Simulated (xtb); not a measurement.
C₃H₅FSi, SMILES FC=C=C[SiH3]. All values are semi-empirical tight-binding results from xtb (GFN2-xTB unless named), good for trends rather than for accurate numbers. Geometry optimised at GFN2-xTB. The structure was generated by enumeration, and PubChem lists no compound with its InChIKey, so it may never have been made.

Optimised geometry:

Bond lengths (Å): F1–C2 1.358, C2–C3 1.298, C2–H6 1.080, C3–C4 1.294, C4–Si5 1.894, C4–H7 1.083, Si5–H8 1.465, Si5–H9 1.464, Si5–H10 1.460. Bond angles (°): F1–C2–C3 122.6, F1–C2–H6 112.0, C3–C2–H6 125.5, C2–C3–C4 176.5, C3–C4–Si5 124.1, C3–C4–H7 119.0, Si5–C4–H7 116.9, C4–Si5–H8 107.2, C4–Si5–H9 107.5, C4–Si5–H10 109.7, H8–Si5–H9 109.9, H8–Si5–H10 111.0, H9–Si5–H10 111.4.

Computed properties:
```
Quantity                                          Value
----------------------------------------  -------------
orbital gap                                     3.92 eV
dipole moment                                    2.72 D
zero-point energy                         38.3 kcal/mol
G − E(el) at 298.15 K (modified RRHO)     18.8 kcal/mol
static polarisability (D4 model)             65.1 bohr³
solvation energy, GFN2-xTB/ALPB(water)    -1.4 kcal/mol
solvation energy, GFN2-xTB/ALPB(benzene)  -3.5 kcal/mol
```

Computed atomic charges and the Wiberg bond orders between heavy atoms:
charges (e) F1 -0.23, C2 0.10, C3 -0.03, C4 -0.13, Si5 0.45, H6 0.05, H7 0.05, H8 -0.09, H9 -0.09, H10 -0.09. Bond orders F1–C2 0.94, C2–C3 1.85, C3–C4 2.00, C4–Si5 0.85.
